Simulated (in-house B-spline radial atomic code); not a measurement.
Successive ionisation energies of selenium; each step leads to the configuration of the next row (after the last: bare). NIST's values go from ground level to ground level; the uncertainty of those that are theory runs from under 0.1 % in few-electron ions to several per cent in heavy many-electron ones. Computed with an all-electron radial atomic-structure program (B-spline basis): non-relativistic Hartree-Fock, average of the configuration, point nuclei.

This level leaves out relativity, spin-orbit splitting included, which matters for heavy ions.

| ion | configuration | ionisation energy (eV) | tabulated value (eV) | tabulated kind | computed minus tabulated (eV) | highest orbital | largest mean radius (bohr) |
| --- | --- | --- | --- | --- | --- | --- | --- |
| Se17+ | [Ne] 3s2 3p5 | 694.0 | 693.4 | semi-empirical | 1 | 3p | 0.51214 |
| Se18+ | [Ne] 3s2 3p4 | 739.5 | 739.8 | semi-empirical | 0 | 3p | 0.50718 |
| Se19+ | [Ne] 3s2 3p3 | 786.0 | 798 | semi-empirical | -12 | 3p | 0.50232 |
| Se20+ | [Ne] 3s2 3p2 | ? | ? | semi-empirical | ? | ? | ? |
| Se21+ | [Ne] 3s2 3p1 | 881.6 | 887 | semi-empirical | -5 | 3p | 0.4929 |
| Se22+ | [Ne] 3s2 | 971.7 | 989.6 | semi-empirical | -18 | 3s | 0.48833 |
| Se23+ | [Ne] 3s1 | 1021.8 | 1036.36 | semi-empirical | -15 | 3s | 0.48329 |
| Se24+ | [He] 2s2 2p6 | ? | ? | semi-empirical | ? | ? | ? |
| Se25+ | [He] 2s2 2p5 | ? | ? | semi-empirical | ? | ? | ? |
| Se26+ | [He] 2s2 2p4 | 2814.1 | 2820 | semi-empirical | -6 | 2p | 0.19176 |
| Se27+ | [He] 2s2 2p3 | 2956.7 | 2964 | semi-empirical | -7 | 2p | 0.18997 |
| Se28+ | [He] 2s2 2p2 | 3102.2 | 3146 | semi-empirical | -44 | 2p | 0.1882 |
| Se29+ | [He] 2s2 2p1 | 3250.5 | 3301.8 | semi-empirical | -51 | 2p | 0.18647 |
| Se30+ | [He] 2s2 | 3437.2 | 3507 | semi-empirical | -70 | 2s | 0.18477 |
| Se31+ | [He] 2s1 | 3570.7 | 3636.526 | tabulated theory | -66 | 2s | 0.1832 |
| Se32+ | 1s2 | 15153.0 | 15367.49 | tabulated theory | -215 | 1s | 0.04461 |
| Se33+ | 1s1 | 15728.2 | 15968.11 | tabulated theory | -240 | 1s | 0.044118 |

Question: Fill in the row of Se20+.

Answer: ionisation energy (eV): 833.4; tabulated value (eV): 845.8; computed minus tabulated (eV): -12; highest orbital: 3p; largest mean radius (bohr): 0.49756.

Question: Fill in the row of Se24+.

Answer: ionisation energy (eV): 2537.3; tabulated value (eV): 2540.7; computed minus tabulated (eV): -3; highest orbital: 2p; largest mean radius (bohr): 0.19543.

Question: Fill in the row of Se25+.

Answer: ionisation energy (eV): 2674.3; tabulated value (eV): 2674; computed minus tabulated (eV): 0; highest orbital: 2p; largest mean radius (bohr): 0.19358.

Question: Where is the largest jump?

Answer: From Se31+ to Se32+, by a factor of 4.24 (3570.7 to 15153 eV); the highest orbital goes from 2s to 1s.

Question: How far is this level of theory from the measured and semi-empirical values?

Answer: Over those 14 rows the differences run from -69.8 to +0.551 eV (mean absolute value 17 eV). The calculation leaves out relativity, correlation and, in open shells, the multiplet splittings that an average leaves out.
